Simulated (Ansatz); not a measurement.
System: ReF₃ (charge 0, quintet). The spin state was set by rule; other spins were not relaxed. 
Coordinates optimised at B3LYP-D3(BJ)/def2-TZVP (Ansatz, a quantum-chemistry and plane-wave program):
```
Re
F 1 1.8900
F 1 1.8910 2 137.47
F 1 1.8910 2 137.47 3 180.00
```
Charge 0, spin multiplicity 5.

Basis-set convergence of Hartree-Fock and CCSD(T) correlation energies (hartree) with Ansatz. Correlated levels leave the core frozen unless marked. UHF or UKS for open shells. No spin-orbit coupling. The frozen core is the preceding noble-gas configuration, with the filled d and f shells of earlier blocks. In def2 rows, elements after Kr have scalar-relativistic effective core potentials.

```csv
basis,functions,E(HF),"E(corr, CCSD(T))"
def2-SVP,74,-375.68555,-0.71141
def2-TZVPP,149,[?],[?]
```

Problem. What belongs in the gaps?

Solution. 
- def2-TZVPP, E(HF): -376.08826
- def2-TZVPP, E(corr, CCSD(T)): -0.95608
